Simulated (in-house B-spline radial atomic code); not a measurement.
Values are calculated unless marked as measured or tabulated.
C6 from the polarisability at imaginary frequency: Hf4+

LDA VWN5 linear response of the closed shell [Xe] 4f14, from an all-electron radial atomic-structure program (B-spline basis); scalar-relativistic (spin-free one-electron X2C), finite nucleus, no spin-orbit coupling; shells from n = 3 respond.

The dispersion coefficient of two like species is C6 = (3/π) ∫ α(iu)² du from 0 to ∞.

| u (hartree) | α(iu) (bohr³) |
| --- | --- |
| 0 | 3.251 |
| 0.335 | 3.104 |
| 0.783 | 2.64 |
| 1.34 | 2.03 |
| 2.24 | 1.329 |
| 3.35 | 0.8598 |
| 5.03 | 0.5214 |
| 7.83 | 0.2891 |
| 11.2 | 0.1743 |
| 16.8 | 0.09519 |
| 28 | 0.04242 |
| 55.9 | 0.01333 |

(1) Fit one oscillator, α(iu) = α(0)/(1 + u²/ω²), through u = 3.35 and estimate C6.

(2) How does that compare with the full integral?

## Answers

(1) From α(0)/α(iu) − 1 = 3.251/0.8598 − 1 = 2.7811, ω = u/√2.7811 = 2.0088 hartree (54.7 eV). London's formula gives C6 = (3/4) α(0)² ω = 0.75 × 3.251² × 2.0088 = 15.92 hartree·bohr⁶, and the oscillator holds f = α(0) ω² = 13.12 electrons, of a sum of oscillator strengths of 61.6.

(2) The program's quadrature over all excitations gives C6 = 14.81, so the single oscillator is off by +7.5 %. At the last point the fit gives α = 0.00419 against 0.0133: higher excitations, and deeper shells where there are any, keep the true curve higher at large u.
